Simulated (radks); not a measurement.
Question: These are the eigenvalues of the occupied orbitals of an atom or ion with whole-number occupations (Ry). Calculated with a radial shooting solver on a logarithmic mesh with Libxc functionals: Dirac Kohn-Sham, HCTH/407, spin-unpolarised, spherical densities, finite nucleus; Fermi nuclear charge, rms radius of each element as measured or else 0.836 A^(1/3) + 0.57 fm.

| orbital | eigenvalue |
|---|---|
| 1s1/2 | -1523.605 |
| 2s1/2 | -272.9508 |
| 2p1/2 | -257.0857 |
| 2p3/2 | -249.1631 |
| 3s1/2 | -91.11893 |
| 3p1/2 | -85.32234 |
| 3p3/2 | -83.63521 |
| 3d3/2 | -74.41947 |
| 4f5/2 | -33.71801 |

Which element is it, and in what charge state? The configuration may be excited. Open shells, if any, fill j = l - 1/2 first.

Answer: Z = 42, molybdenum, charge +22: Mo22+ in [Ar] 3d1 4f1. The list shows which subshells hold electrons but not how many an open one holds; the 1s level, -761.8 hartree, gives Z - s = 39.0 by -(Z - s)^2/2, which with screening and relativity narrows Z to a few neighbours, and the depths of the outer levels then fix element, charge and occupations together.
